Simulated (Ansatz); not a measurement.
The same molecule with X = V, Nb, Ta. Ansatz, PBE0-D4/def2-TZVP geometries, multiplicity 1. Each molecule was computed in one conformer, which needn't be the lowest.

Elements past krypton have def2 core potentials. Scalar relativity is left out up to krypton.

```json
{"X": "Nb", "molecule": "`[NH]=[Nb]([NH2])([NH2])[Cl]`", "mean X–Cl bond length / Å": "2.336", "mean X–N bond length / Å": "1.892", "LUMO energy (ωB97M-V/def2-TZVPP) / eV": "0.90", "HOMO–LUMO gap (PBE0/def2-TZVPP) / eV": "6.48", "zero-point energy (PBE0-D4/def2-TZVP) / kJ/mol": "172.4"}
{"X": "Ta", "molecule": "`[NH]=[Ta]([NH2])([NH2])[Cl]`", "mean X–Cl bond length / Å": "2.339", "mean X–N bond length / Å": "1.906", "LUMO energy (ωB97M-V/def2-TZVPP) / eV": "1.22", "HOMO–LUMO gap (PBE0/def2-TZVPP) / eV": "6.99", "zero-point energy (PBE0-D4/def2-TZVP) / kJ/mol": "172.5"}
```

Problem. Give the row for X = V, `[NH]=[V]([NH2])([NH2])[Cl]`. (Best estimate.)

Solution. Ansatz gave: 
```
X                      molecule  mean X–Cl bond length / Å  mean X–N bond length / Å  LUMO energy (ωB97M-V/def2-TZVPP) / eV  HOMO–LUMO gap (PBE0/def2-TZVPP) / eV  zero-point energy (PBE0-D4/def2-TZVP) / kJ/mol
V  `[NH]=[V]([NH2])([NH2])[Cl]`                      2.193                     1.749                                   0.32                                  5.42                                           174.1
```

From V to Ta the mean X–Cl bond length rises at each step, by 0.146 Å in all; the mean X–N bond length rises at each step, by 0.157 Å in all; the LUMO energy (ωB97M-V/def2-TZVPP) rises at each step, by 0.90 eV in all; the HOMO–LUMO gap (PBE0/def2-TZVPP) rises at each step, by 1.57 eV in all; the zero-point energy (PBE0-D4/def2-TZVP) isn't monotonic: highest at V, lowest at Nb.
